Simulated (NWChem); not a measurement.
# C2H8N2Si; SMILES C/N=C/[SiH2]N

```xyz
13

C     -0.2314     2.6361     0.0151
N     -0.3320     1.2046    -0.0311
C      0.7157     0.4950     0.0829
Si     0.5258    -1.3893     0.0065
N     -1.1754    -1.6298     0.0431
H     -0.6485     3.0613    -0.9126
H     -0.8575     3.0189     0.8376
H      0.8041     3.0086     0.1479
H      1.7130     0.9752     0.2157
H      1.2318    -1.8866    -1.2245
H      1.2496    -2.0035     1.1659
H     -1.7055    -0.7759    -0.1180
H     -1.6395    -2.4583    -0.3039
```
Atoms are numbered in this order, from 1.

Computed with NWChem. Pople sets run with spherical d functions. Geometry: optimised at PBE0/def2-SVP. Solvent water, SMD (1 M gas to 1 M solution), gas-phase geometry. Reactions with the solvent are ignored.

```json
[
 {"level": "B3LYP/STO-3G", "basis functions": "37", "solvation free energy (kcal/mol)": "0.2", "cavity-dispersion-structure term (kcal/mol)": "3.4", "dipole in solution (D)": "1.14", "relative time": "1"},
 {"level": "B3LYP/3-21G", "basis functions": "65", "solvation free energy (kcal/mol)": "-2.1", "cavity-dispersion-structure term (kcal/mol)": "3.4", "dipole in solution (D)": "1.74", "relative time": "1"},
 {"level": "B3LYP/6-31G*", "basis functions": "90", "solvation free energy (kcal/mol)": "-1.7", "cavity-dispersion-structure term (kcal/mol)": "3.4", "dipole in solution (D)": "1.43", "relative time": "3"},
 {"level": "B3LYP/6-31+G*", "basis functions": "110", "solvation free energy (kcal/mol)": "-2.3", "cavity-dispersion-structure term (kcal/mol)": "3.4", "dipole in solution (D)": "1.59", "relative time": "5"},
 {"level": "B3LYP/6-311G**", "basis functions": "146", "solvation free energy (kcal/mol)": "-1.8", "cavity-dispersion-structure term (kcal/mol)": "3.4", "dipole in solution (D)": "1.44", "relative time": "7"},
 {"level": "B3LYP/6-311++G**", "basis functions": "174", "solvation free energy (kcal/mol)": "-2.1", "cavity-dispersion-structure term (kcal/mol)": "3.4", "dipole in solution (D)": "1.58", "relative time": "6"}
]
```

Relative times are rough (shared machine, one core).
